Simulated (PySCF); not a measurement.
C₂H₂N₃, SMILES n1c[nH]n[c]1, multiplicity 2. Atoms are numbered in the order given.

```xyz
7

C      1.1542     0.0004     0.0000
N      0.4803    -1.1190     0.0000
N     -0.7953    -0.6424     0.0000
C     -0.7863     0.7121     0.0000
N      0.4675     1.1449     0.0000
H     -1.5847    -1.2806     0.0000
H     -1.6904     1.3211     0.0000
```
Charge 0, spin multiplicity 2.

The structure is a stationary point at B3LYP-D3(BJ)/def2-SVP. The isomer is the one that the SMILES or the coordinates give; other isomers of the formula were not compared.

Level of theory: TDA-PBE0/def2-SVPD run with PySCF.

Vertical excitations. The molecule is in vacuum.

```tsv
state	energy (eV)	λ (nm)	f	main pairs
root 1	3.22	386	0.001	β HOMO→LUMO 96 %
root 2	4.00	310	0.006	β HOMO−1→LUMO 99 %
root 3	4.46	278	0.000	β HOMO−2→LUMO 97 %
root 4	4.81	258	0.000	α HOMO−1→LUMO 46 %, β HOMO→LUMO+1 47 %
root 5	5.53	224	0.003	β HOMO−3→LUMO 96 %
root 6	5.77	215	0.001	α HOMO→LUMO 86 %, β HOMO−1→LUMO+1 7 %
root 7	5.91	210	0.001	α HOMO−2→LUMO 33 %, α HOMO→LUMO 9 %, β HOMO−1→LUMO+1 49 %
root 8	5.98	207	0.001	α HOMO−3→LUMO 43 %, β HOMO−2→LUMO+1 49 %
root 9	6.45	192	0.006	α HOMO−2→LUMO 54 %, β HOMO−1→LUMO+1 35 %
root 10	6.67	186	0.001	α HOMO−1→LUMO+2 55 %, β HOMO→LUMO+4 36 %
```
Unrestricted roots are not spin-pure.
